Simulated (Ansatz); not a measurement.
CS₂, charge +1, doublet (typed; the unrestricted solution is spin-contaminated), geometry from GFN2-xTB (a state made from the parent by changing its charge; the spin is typed, not shown lowest), atoms displaced at random by about 0.05 Å a coordinate; HF/def2-SV(P) in Ansatz (a first-principles code).

The Ansatz input:
Ansatz 0.2 input:
```yaml
crystal:
  periodic: [false, false, false]
  atoms:
    - {symbol: S, position_ang: [-0.02987678, -0.05148278, -1.50553395]}
    - {symbol: C, position_ang: [0.00690923, -0.06063702, -0.03955057]}
    - {symbol: S, position_ang: [0.01259497, 0.05717140, 1.56906961]}
basis:
  gaussian:
    orbitals: def2-SV_P_.json
hamiltonian:
  xc: hf
total_charge: 1
magnetization: {spin_polarized: true, initial_magnetization: 1}
relax: {f_tol: 0.1}
```
The basis file holds def2-SV(P) in the JSON format of the Basis Set Exchange.

### Question
Predict the main parts of the log of this Ansatz run.

### Answer

```
Functional definition: HF
503 factors; integrals over basis functions are off by at most 4.0e-4 eV
mean field evaluation 1: about -22646.8671 eV, gradient 1.1e1 eV
mean field evaluation 2: about -22646.8706 eV, gradient 1.1e1 eV
mean field evaluation 4: about -22647.9404 eV, gradient 2.8e0 eV
mean field evaluation 8: about -22648.1548 eV, gradient 2.9e-1 eV
mean field evaluation 16: about -22648.1618 eV, gradient 1.2e-5 eV
mean field evaluation 32: about -22648.1603 eV, gradient 5.9e-3 eV
mean field evaluation 64: about -22648.1565 eV, gradient 2.8e-1 eV
mean field evaluation 96: about -22648.1571 eV, gradient 6.6e-2 eV
mean field evaluation 128: about -22647.6511 eV, gradient 6.6e0 eV
mean field evaluation 160: about -22648.1618 eV, gradient 4.9e-4 eV
mean field -22648.16181467 eV, -832.3045952138 hartree, gradient 2.6e-6 eV, S^2 0.963217; 3 other end points of the search recorded, 0 dependent functions left out
the calculation of the forces begins
reference -22648.16181467 eV, -832.3045952138 hartree; 19, 18 occupied and 31, 32 virtual orbitals, 503 factors
relax step   1: F+E_penalty+E_count = -22648.16181467 eV  Δ(F+E_penalty+E_count) = +0.000e0 eV  max|allowed force component| = 4.734e0 eV/Å  Δτ_max = 0.0000 Å  (296 SCF iters, accepted)
these checks for a lower state are left out or cut short: starts, cluster_reference, orbital_swaps, neighbouring_geometries, increment
503 factors; integrals over basis functions are off by at most 4.6e-4 eV
mean field -22648.26844766 eV, -832.3085139038 hartree, gradient 8.9e-6 eV, S^2 0.997568; 0 other end points of the search recorded, 0 dependent functions left out
the calculation of the forces begins
reference -22648.26844766 eV, -832.3085139038 hartree; 19, 18 occupied and 31, 32 virtual orbitals, 503 factors
relax step   2: F+E_penalty+E_count = -22648.26844766 eV  Δ(F+E_penalty+E_count) = -1.066e-1 eV  max|allowed force component| = 3.009e0 eV/Å  Δτ_max = 0.0190 Å  (54 SCF iters, accepted)
these checks for a lower state are left out or cut short: starts, cluster_reference, orbital_swaps, neighbouring_geometries, increment
503 factors; integrals over basis functions are off by at most 5.5e-4 eV
mean field -22648.34865137 eV, -832.3114613359 hartree, gradient 8.1e-6 eV, S^2 1.023099; 0 other end points of the search recorded, 0 dependent functions left out
the calculation of the forces begins
reference -22648.34865137 eV, -832.3114613359 hartree; 19, 18 occupied and 31, 32 virtual orbitals, 503 factors
relax step   3: F+E_penalty+E_count = -22648.34865137 eV  Δ(F+E_penalty+E_count) = -8.020e-2 eV  max|allowed force component| = 6.150e-1 eV/Å  Δτ_max = 0.0296 Å  (57 SCF iters, accepted)
these checks for a lower state are left out or cut short: starts, cluster_reference, orbital_swaps, neighbouring_geometries, increment
503 factors; integrals over basis functions are off by at most 5.7e-4 eV
mean field evaluation 192: about -22648.3518 eV, gradient 3.5e-2 eV
mean field -22648.35547217 eV, -832.3117119954 hartree, gradient 1.3e-8 eV, S^2 1.026582; 0 other end points of the search recorded, 0 dependent functions left out
the calculation of the forces begins
reference -22648.35547217 eV, -832.3117119954 hartree; 19, 18 occupied and 31, 32 virtual orbitals, 503 factors
relax step   4: F+E_penalty+E_count = -22648.35547217 eV  Δ(F+E_penalty+E_count) = -6.821e-3 eV  max|allowed force component| = 3.808e-2 eV/Å  Δτ_max = 0.0286 Å  (166 SCF iters, accepted)
503 factors; integrals over basis functions are off by at most 5.7e-4 eV
mean field evaluation 224: about -22648.3526 eV, gradient 2.4e-1 eV
mean field evaluation 256: about -22648.3554 eV, gradient 5.6e-2 eV
mean field evaluation 288: about -22648.1063 eV, gradient 1.6e0 eV
mean field evaluation 320: about -22648.3546 eV, gradient 1.3e-1 eV
mean field evaluation 352: about -22639.4602 eV, gradient 1.2e1 eV
mean field evaluation 384: about -22648.3555 eV, gradient 1.3e-8 eV
mean field -22648.35547217 eV, -832.3117119954 hartree, gradient 1.3e-8 eV, S^2 1.026582; 8 other end points of the search recorded, 0 dependent functions left out
the calculation of the forces begins
reference -22648.35547217 eV, -832.3117119954 hartree; 19, 18 occupied and 31, 32 virtual orbitals, 503 factors
Total energy: -22648.35547217 eV, -832.3117119954 hartree
Atom 0 at    -0.025048    -0.073083    -1.549537 Å, force     0.000531     0.001327     0.038084 eV/Å
Atom 1 at    -0.003456    -0.018320     0.008027 Å, force    -0.000040    -0.000062    -0.002438 eV/Å
Atom 2 at     0.018131     0.036454     1.565495 Å, force    -0.000491    -0.001265    -0.035646 eV/Å
Dipole moment:     0.000001     0.000004     0.000088 e Å
```
